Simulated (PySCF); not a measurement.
CoF₂ + HCl → CoHCl + F₂

Level: PBE0 in the def2-TZVP basis family, all electrons, no relativity, computed in PySCF with density fitting; open shells unrestricted.

```json
{"species": "CoF₂", "state and structure": "quartet, D∞h, Co–F 1.737 Å (×2)", "E (Eh)": "-1582.19635", "ZPE (kJ/mol)": "10.0", "H(298 K) − H(0) (kJ/mol)": "12.6", "S° (J/(mol K))": "264.6"}
{"species": "HCl", "state and structure": "singlet, C∞v, H–Cl 1.279 Å", "E (Eh)": "-460.66440", "ZPE (kJ/mol)": "17.9", "H(298 K) − H(0) (kJ/mol)": "8.7", "S° (J/(mol K))": "186.6"}
{"species": "CoHCl", "state and structure": "quartet, C∞v, Co–Cl 2.149 Å, Co–H 1.567 Å; Cl–Co–H 180.0°", "E (Eh)": "-1843.22611", "ZPE (kJ/mol)": "17.2", "H(298 K) − H(0) (kJ/mol)": "11.6", "S° (J/(mol K))": "260.7"}
{"species": "F₂", "state and structure": "singlet, D∞h, F–F 1.376 Å", "E (Eh)": "-199.40856", "ZPE (kJ/mol)": "6.6", "H(298 K) − H(0) (kJ/mol)": "8.7", "S° (J/(mol K))": "201.9"}
```

(1) What is the electronic reaction energy?

(2) Add zero-point, thermal and entropy terms for 298.15 K and 1 bar.

## Answers

(1) At PBE0/def2-TZVP, ΔE = 593.6 kJ/mol from the differences of the total energies times 2625.5, uphill. 

(2) ΔZPE = -4.1 and Δ[H(298) − H(0)] = -1.0 kJ/mol give ΔH° = 588.5 kJ/mol. ΔS° = 11.4 J/(mol K), so ΔG° = 588.5 − 298.15 × (0.0114) = 585 kJ/mol.

Open d or f shells are single determinants, so the state found may not be the ground state. Each species is the lowest minimum found with this bonding; other isomers or fragments can lie lower.
